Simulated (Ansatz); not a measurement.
Reaction (β-hydride elimination): `CO[SiH](F)OC` → `CO[SiH2]F` + `C=O`

Isolated molecules relaxed with PBE0-D4/def2-TZVP in Ansatz; ΔE leaves out vibrations. CCSD(T)/CBS adds triple-zeta CCSD(T) − MP2 to the extrapolated MP2 energy (def2 sets, frozen cores). This one scheme is used for every species. One conformer a species, not always the lowest.

`CO[SiH](F)OC`:

Cartesian coordinates in Å:
```
C 1.845 -0.847 -1.032
O 0.986 -0.168 -0.141
Si -0.244 0.804 -0.560
F -1.109 0.042 -1.665
O -1.124 1.127 0.752
C -1.598 0.192 1.700
H 2.470 -0.143 -1.593
H 1.281 -1.460 -1.740
H 2.498 -1.496 -0.447
H 0.182 2.083 -1.148
H -2.401 -0.418 1.278
H -1.991 0.748 2.553
H -0.794 -0.464 2.043
```

`CO[SiH2]F`:

Cartesian coordinates in Å:
```
C -1.012 0.488 -0.793
O 0.269 -0.101 -0.712
Si 1.016 -0.527 0.663
F 1.465 0.760 1.497
H -0.951 1.567 -0.626
H -1.408 0.309 -1.793
H -1.703 0.056 -0.060
H 2.230 -1.270 0.278
H 0.095 -1.283 1.546
```

`C=O`:

```xyz
4

C     0.000   -0.003   -0.004
O     0.036    0.825    0.858
H     0.660    0.044   -0.893
H    -0.696   -0.866    0.038
```

```json
{"species": "`CO[SiH](F)OC`", "CCSD(T)/CBS(def2) energy (Eh)": "-619.68289"}
{"species": "`CO[SiH2]F`", "CCSD(T)/CBS(def2) energy (Eh)": "-505.20189"}
{"species": "`C=O`", "CCSD(T)/CBS(def2) energy (Eh)": "-114.39408"}
```

(1) Work out ΔE.

Largest T1 diagnostic among the species: 0.015.

Answers

(1) ΔE = (-505.20189) + (-114.39408) − (-619.68289) = 0.08692 Eh = +54.5 kcal/mol.

From PBE to PBE0 (25 % exact exchange), in def2-TZVPP and without D4, ΔE moves by +4.2 kcal/mol. The D4 term adds +3.2 kcal/mol with B3LYP and +1.8 kcal/mol with PBE0; it sums over pairs of atoms, weighted by their polarisabilities, and B3LYP, whose exchange is more repulsive, gets the larger term.

B3LYP here is the variant with VWN-RPA as its local correlation; programs differ in this.
